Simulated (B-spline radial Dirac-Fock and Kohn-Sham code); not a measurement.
## Radiative decay of the K hole in Se⁵⁺

System: selenium as Se⁵⁺, 1s2 2s2 2p6 3s2 3p6 3d10 4s1, inside a Watson sphere of charge -5 and radius 1.6 Å (a model of the Madelung potential; inside it an electron's potential energy is raised by 45.0 eV).

The run's input, task.json:

```json
{"items": [{
  "Z": 34,
  "q": 5,
  "cfg": [[1, 0, 2], [2, 0, 2], [2, 1, 6], [3, 0, 2], [3, 1, 6], [3, 2, 10], [4, 0, 1]],
  "A": 80,
  "rrms": 4.14,
  "watson": [-5, 1.6],
  "do": ["binding", "quiet", "decay"],
  "holes": ["K", "L1", "L2", "L3", "M1", "M2", "M3", "M4", "M5"]
}]}
```

Command: `python xray_run.py task.json out`

The computed values come from a radial finite-basis atomic code: independent-particle rates on relativistic LDA orbitals of the hole state (multipoles up to L = 3, Coulomb Auger matrix elements, transition energies from Dirac-Fock).

```
line  multipole  energy (eV)  width (meV)  share (%)
 Kα2         E1      11181.9          399       30.0
 Kα1         E1      11222.9          772       58.0
 Kβ3         E1      12489.9         53.8       4.04
 Kβ1         E1      12495.9          105       7.91
```

The listed lines hold 100.0 % of the radiative rate. The radiative width is 1.33 eV in the length form and 1.37 eV in the velocity form; the two differ because the transition energies are not eigenvalue differences of the potential that gave the orbitals. Kα2/Kα1 is 0.517 and Kβ/Kα is 0.136.
